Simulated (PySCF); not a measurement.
PySCF job for Cd(F)(OH) (CdFHO), SMILES [OH][Cd][F], TDDFT-LC-ωPBE/def2-TZVPD. Geometry: PBE-D3(BJ)/def2-TZVP. The def2 effective core potentials stand for the cores of Cd; spin–orbit coupling is left out. One conformer was computed; it need not be the lowest.

```python
import numpy as np
from pyscf import gto, scf, dft, tdscf

mol = gto.M(
    atom='''
    Cd    0.00580315    0.00877032    0.00000000
    F    -0.00715931    1.95497405   -0.00000000
    O    -0.12320558   -1.95912662   -0.00000000
    H     0.77152727   -2.34272882   -0.00000000
    ''',
    basis='def2-TZVPD',
    ecp={'Cd': 'def2-tzvp'},
    charge=0,
    spin=0,
    symmetry=True,
    max_memory=1600,
    verbose=4,
)
mf = dft.RKS(mol, xc='lc_wpbe').density_fit(auxbasis='def2-universal-jkfit')
mf.grids.level = 3
mf.conv_tol = 1e-9
mf.max_cycle = 100
mf.kernel()
mf.grids = dft.Grids(mol).set(level=1).build(with_non0tab=True)  # coarser grid for the response kernel
td = tdscf.TDDFT(mf)
td.singlet = True
td.nstates = 10
td.conv_tol = 1e-4
td.kernel(x0=td.get_init_guess(mf, 15))
td.analyze()
tt = tdscf.TDA(mf)
tt.singlet = False
tt.nstates = 4
tt.conv_tol = 1e-4
tt.kernel(x0=tt.get_init_guess(mf, 9))
tt.analyze(verbose=3)
```

It prints:

```
PySCF version 2.14.0

[INPUT] verbose = 4
[INPUT] num. atoms = 4
[INPUT] num. electrons = 38
[INPUT] charge = 0
[INPUT] spin (= nelec alpha-beta = 2S) = 0
[INPUT] symmetry True subgroup None
[INPUT] Mole.unit = angstrom
[INPUT] Symbol           X                Y                Z      unit          X                Y                Z       unit  Magmom
[INPUT]  1 Cd     0.005803150000   0.008770320000   0.000000000000 AA    0.010966364160   0.016573502825   0.000000000000 Bohr   0.0
[INPUT]  2 F     -0.007159310000   1.954974050000   0.000000000000 AA   -0.013529135141   3.694365535132   0.000000000000 Bohr   0.0
[INPUT]  3 O     -0.123205580000  -1.959126620000   0.000000000000 AA   -0.232824803218  -3.702212755145   0.000000000000 Bohr   0.0
[INPUT]  4 H      0.771527270000  -2.342728820000   0.000000000000 AA    1.457975237933  -4.427115853925   0.000000000000 Bohr   0.0

nuclear repulsion = 111.32258313713
point group symmetry = Cs
symmetry origin: [1.14528856e-09 8.58966474e-10 0.00000000e+00]
symmetry axis x: [ 1.00000000e+00 -1.10204644e-09  0.00000000e+00]
symmetry axis y: [1.10204644e-09 1.00000000e+00 0.00000000e+00]
symmetry axis z: [0. 0. 1.]
num. orbitals of irrep A' = 88
num. orbitals of irrep A" = 41
number of shells = 47
number of NR pGTOs = 186
number of NR cGTOs = 129
basis = def2-TZVPD
ecp = {'Cd': 'def2-tzvp'}


[settings echo left out]
init E= -330.85871238861
HOMO (A") = -0.842798672073005  LUMO (A') = -0.70557289899892  gap/eV = 3.73410
cycle= 1 E= -342.315805532438  delta_E= -11.5  |g|= 2.99  |ddm|= 6.67
HOMO (A") = -0.0349282468632892  LUMO (A') = 0.0444522969499417  gap/eV = 2.16005
cycle= 2 E= -341.806345584677  delta_E= 0.509  |g|= 3.69  |ddm|= 4.71
HOMO (A") = -0.413528153899257  LUMO (A') = -0.0247003533116334  gap/eV = 10.58054
cycle= 3 E= -343.444902023176  delta_E= -1.64  |g|= 0.267  |ddm|= 2.55
HOMO (A") = -0.458376880369421  LUMO (A') = -0.00661785708868123  gap/eV = 12.29299
cycle= 4 E= -343.451501172545  delta_E= -0.0066  |g|= 0.235  |ddm|= 0.54
HOMO (A") = -0.419360779892019  LUMO (A') = 0.00384564147163147  gap/eV = 11.51603
cycle= 5 E= -343.460042822286  delta_E= -0.00854  |g|= 0.019  |ddm|= 0.102
HOMO (A") = -0.420625203442256  LUMO (A') = 0.00175863676808063  gap/eV = 11.49365
cycle= 6 E= -343.460436307172  delta_E= -0.000393  |g|= 0.00886  |ddm|= 0.0683
HOMO (A") = -0.418813813515046  LUMO (A') = 0.00151026286182443  gap/eV = 11.43760
cycle= 7 E= -343.460484279552  delta_E= -4.8e-05  |g|= 0.00637  |ddm|= 0.0217
HOMO (A") = -0.419302423868773  LUMO (A') = 0.00138939475166211  gap/eV = 11.44761
cycle= 8 E= -343.460495041872  delta_E= -1.08e-05  |g|= 0.00158  |ddm|= 0.00864
HOMO (A") = -0.419060993261041  LUMO (A') = 0.00139159417825496  gap/eV = 11.44110
cycle= 9 E= -343.460495848588  delta_E= -8.07e-07  |g|= 0.000335  |ddm|= 0.0022
HOMO (A") = -0.419048812900627  LUMO (A') = 0.00139067463075193  gap/eV = 11.44074
cycle= 10 E= -343.460495911171  delta_E= -6.26e-08  |g|= 0.000103  |ddm|= 0.000672
HOMO (A") = -0.41904000805717  LUMO (A') = 0.00139064105378495  gap/eV = 11.44050
cycle= 11 E= -343.460495918016  delta_E= -6.85e-09  |g|= 2.97e-05  |ddm|= 0.000191
HOMO (A") = -0.419040002723078  LUMO (A') = 0.00138896800182309  gap/eV = 11.44046
cycle= 12 E= -343.460495919047  delta_E= -1.03e-09  |g|= 8.59e-06  |ddm|= 8.99e-05
HOMO (A") = -0.419039769795951  LUMO (A') = 0.00138893162462139  gap/eV = 11.44045
cycle= 13 E= -343.460495919112  delta_E= -6.49e-11  |g|= 2.68e-06  |ddm|= 2.34e-05
HOMO (A") = -0.419040232185214  LUMO (A') = 0.00138889059339675  gap/eV = 11.44046
Extra cycle  E= -343.460495919111  delta_E= 2.27e-13  |g|= 3.17e-06  |ddm|= 4.01e-06
converged SCF energy = -343.460495919111
tot grids = 21160


******** <class 'pyscf.tdscf.rks.TDDFT'> for <class 'pyscf.df.df_jk.DFSymAdaptedRKS'> ********
nstates = 10 singlet
deg_eia_thresh = 1.000e-03
wfnsym = None
conv_tol = 0.0001
eigh lindep = 1e-12
eigh level_shift = 0
eigh max_cycle = 100


Excitation energies (eV)
[5.47111914 6.68049792 7.02951898 7.04142617 7.51524203 7.97901969
 8.16669457 8.30643579 8.46243661 8.53113441]

** Singlet excitation energies and oscillator strengths **
Excited State   1:   A"      5.47112 eV    226.62 nm  f=0.0203
      19 -> 20       -0.68077
      19 -> 25       -0.10912
Excited State   2:   A'      6.68050 eV    185.59 nm  f=0.0780
      17 -> 20        0.20774
      18 -> 20       -0.60918
      19 -> 22        0.19375
Excited State   3:   A'      7.02952 eV    176.38 nm  f=0.0538
      17 -> 20        0.62298
      17 -> 23        0.14773
      18 -> 20        0.18077
      19 -> 22       -0.13624
Excited State   4:   A"      7.04143 eV    176.08 nm  f=0.0368
      16 -> 20       -0.64966
      16 -> 23       -0.16219
      16 -> 27        0.10346
      19 -> 23        0.10514
Excited State   5:   A"      7.51524 eV    164.98 nm  f=0.0006
      19 -> 21       -0.68275
      19 -> 33        0.10180
Excited State   6:   A'      7.97902 eV    155.39 nm  f=0.0052
      15 -> 20        0.51541
      15 -> 23        0.12133
      16 -> 22        0.12766
      17 -> 21        0.11429
      19 -> 22       -0.39107
Excited State   7:   A'      8.16669 eV    151.82 nm  f=0.1171
      14 -> 20       -0.10153
      15 -> 20       -0.31890
      17 -> 21       -0.13291
      18 -> 20       -0.13801
      18 -> 21        0.33870
      18 -> 23        0.13787
      19 -> 22       -0.42276
Excited State   8:   A"      8.30644 eV    149.26 nm  f=0.0104
      19 -> 23       -0.61989
      19 -> 24        0.22292
      19 -> 31        0.10589
Excited State   9:   A'      8.46244 eV    146.51 nm  f=0.1134
      15 -> 20       -0.10874
      18 -> 20       -0.11602
      18 -> 21       -0.59038
      18 -> 23        0.16390
      19 -> 22       -0.23364
Excited State  10:   A"      8.53113 eV    145.33 nm  f=0.0637
      18 -> 22       -0.69234

** Transition electric dipole moments (AU) **
state          X           Y           Z        Dip. S.      Osc.
  1         0.0000      0.0000     -0.3892      0.1515      0.0203
  2        -0.1337     -0.6774      0.0000      0.4768      0.0780
  3         0.4298      0.3574     -0.0000      0.3125      0.0538
  4        -0.0000     -0.0000     -0.4619      0.2133      0.0368
  5         0.0000      0.0000      0.0592      0.0035      0.0006
  6        -0.0369      0.1596      0.0000      0.0268      0.0052
  7         0.1047     -0.7577      0.0000      0.5851      0.1171
  8         0.0000      0.0000      0.2264      0.0512      0.0104
  9        -0.5943     -0.4402      0.0000      0.5470      0.1134
 10         0.0000      0.0000     -0.5520      0.3048      0.0637

WARN: ECP detected. Skipping calculation of transition velocity and magnetic dipole moments, which have not yet been implemented.



******** <class 'pyscf.tdscf.rks.TDA'> for <class 'pyscf.df.df_jk.DFSymAdaptedRKS'> ********
nstates = 4 triplet
deg_eia_thresh = 1.000e-03
wfnsym = None
conv_tol = 0.0001
eigh lindep = 1e-12
eigh level_shift = 0
eigh max_cycle = 100


Excitation energies (eV)
[4.94757925 5.50125374 6.50870295 6.56787735]

** Triplet excitation energies and oscillator strengths **
Excited State   1:   A"      4.94758 eV    250.60 nm  f=0.0000
Excited State   2:   A'      5.50125 eV    225.37 nm  f=0.0000
Excited State   3:   A'      6.50870 eV    190.49 nm  f=0.0000
Excited State   4:   A"      6.56788 eV    188.77 nm  f=0.0000
```

The run converged.
